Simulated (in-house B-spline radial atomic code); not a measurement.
Successive ionisation energies of platinum; each step leads to the configuration of the next row (after the last: [He] 2s2 2p6). Dirac energy differences include first-order Breit, QED and recoil terms. NIST's values go from ground level to ground level; the uncertainty of those that are theory runs from under 0.1 % in few-electron ions to several per cent in heavy many-electron ones. Computed with a B-spline radial code for spherical atoms: Dirac-Hartree-Fock, jj configuration that fills j = l - 1/2 first, finite nuclei.

A number in brackets counts the electrons of a j subshell.

| ion | configuration | ionisation energy (eV) | tabulated value (eV) | tabulated kind | computed minus tabulated (eV) | highest orbital | largest mean radius (bohr) |
| --- | --- | --- | --- | --- | --- | --- | --- |
| Pt51+ | [Ar] 3d3/2(4) 3d5/2(5) | 4845.6 | 4839 | tabulated theory | 7 | 3d5/2 | 0.18566 |
| Pt52+ | [Ar] 3d3/2(4) 3d5/2(4) | 4984.1 | 4980 | tabulated theory | 4 | 3d5/2 | 0.18468 |
| Pt53+ | [Ar] 3d3/2(4) 3d5/2(3) | 5124.1 | 5128 | tabulated theory | -4 | 3d5/2 | 0.1837 |
| Pt54+ | [Ar] 3d3/2(4) 3d5/2(2) | 5265.7 | 5270 | tabulated theory | -4 | 3d5/2 | 0.18274 |
| Pt55+ | [Ar] 3d3/2(4) 3d5/2(1) | 5408.8 | 5410 | tabulated theory | -1 | 3d5/2 | 0.18178 |
| Pt56+ | [Ar] 3d3/2(4) | 5654.1 | 5654 | tabulated theory | 0 | 3d3/2 | 0.18082 |
| Pt57+ | [Ar] 3d3/2(3) | 5803.2 | 5800 | tabulated theory | 3 | 3d3/2 | 0.17979 |
| Pt58+ | [Ar] 3d3/2(2) | 5953.8 | 5959 | tabulated theory | -5 | 3d3/2 | 0.17876 |
| Pt59+ | [Ar] 3d3/2(1) | ? | ? | tabulated theory | ? | ? | ? |
| Pt60+ | [Ne] 3s2 3p6 | 6517.4 | 6517 | tabulated theory | 0 | 3p3/2 | 0.17674 |
| Pt61+ | [Ne] 3s2 3p1/2(2) 3p3/2(3) | ? | ? | tabulated theory | ? | ? | ? |
| Pt62+ | [Ne] 3s2 3p1/2(2) 3p3/2(2) | 6783.2 | 6787 | tabulated theory | -4 | 3p3/2 | 0.17505 |
| Pt63+ | [Ne] 3s2 3p1/2(2) 3p3/2(1) | 6917.6 | 6918 | tabulated theory | 0 | 3p3/2 | 0.17424 |
| Pt64+ | [Ne] 3s2 3p1/2(2) | 7511.7 | 7512 | tabulated theory | 0 | 3p1/2 | 0.17222 |
| Pt65+ | [Ne] 3s2 3p1/2(1) | ? | ? | tabulated theory | ? | ? | ? |
| Pt66+ | [Ne] 3s2 | 7957.5 | 7960 | tabulated theory | -2 | 3s1/2 | 0.17096 |
| Pt67+ | [Ne] 3s1 | 8100.5 | 8100 | tabulated theory | 1 | 3s1/2 | 0.17027 |

(1) Fill in the row of Pt59+.

(2) Fill in the row of Pt61+.

(3) Fill in the row of Pt65+.

Results:

(1) ionisation energy (eV): 6106.1; tabulated value (eV): 6106; computed minus tabulated (eV): 0; highest orbital: 3d3/2; largest mean radius (bohr): 0.17775.

(2) ionisation energy (eV): 6649.8; tabulated value (eV): 6646; computed minus tabulated (eV): 4; highest orbital: 3p3/2; largest mean radius (bohr): 0.17586.

(3) ionisation energy (eV): 7663.3; tabulated value (eV): 7660; computed minus tabulated (eV): 3; highest orbital: 3p1/2; largest mean radius (bohr): 0.17159.
